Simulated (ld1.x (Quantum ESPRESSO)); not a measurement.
# Which change was made? (Cl, PAW)

- Element: chlorine
- Generator: ld1.x (Quantum ESPRESSO) 7.5
- Type: PAW
- Functional: PBEsol
- Relativity: non-relativistic
- Frozen core: [Ne]
- Valence charge: 7
- Reference configuration: 3s2 3p4 (charge +1)
- Partial waves: 3s (bound): rcut 0.90, rcutus 1.10 bohr; 3s channel at -1.9 Ry: rcut 0.90, rcutus 1.10 bohr; 3p (bound): rcut 1.00, rcutus 1.30 bohr; 3p channel at 2.4 Ry: rcut 1.00, rcutus 1.30 bohr
- Local potential: all-electron potential smoothed inside 1.30 bohr (lloc = -2)
- Core correction: a·sin(br)/r model core inside 0.55 bohr
- Augmentation charge: PSQ, radius 1.00 bohr

Cutoffs, loose and tight: the cutoffs (Ry, on a coarse ladder) from which the occupation-weighted sum of valence levels, in a spherical-Bessel basis at the reference potential, stays within 10 and 1 mRy of its value at 400 Ry. They do not see the model core or the augmentation charge, which bear on the density cutoff. Test errors are all-electron minus pseudo excitation energies from the reference, over the configurations 3s2 3p5; 3s2 3p3; 3s2 3p2; 3s2 3p5.3; 3s1 3p5; 3s2 3p1; 3s1 3p6; variants that change the core or the reference have their own tests.

The base gives: outcome: generated; cutoff, loose: 35 Ry; cutoff, tight: 60 Ry; bound ghosts: s; largest test error (meV): -70.

(1) After one change the result is: outcome: generated; cutoff, loose: 25 Ry; cutoff, tight: 35 Ry; bound ghosts: none; largest test error (meV): -65. Which change was it?
A. reference 3s1.5 3p5.5
B. augmentation BESSEL, radius 0.90 bohr
C. all radii but the core radius scaled by about 1.27 (s 1.40, p 1.66 bohr, rcut 1.14/1.28); local potential all-electron potential smoothed inside 1.66 bohr (lloc = -2); augmentation PSQ, radius 1.28 bohr

Results:

(1) C. The others give: augmentation BESSEL, radius 0.90 bohr → outcome: failed: new_paw_hamiltonian: negative rho | reference 3s1.5 3p5.5 → outcome: generated; cutoff, loose: 35 Ry; cutoff, tight: 60 Ry; bound ghosts: s; largest test error (meV): -26.
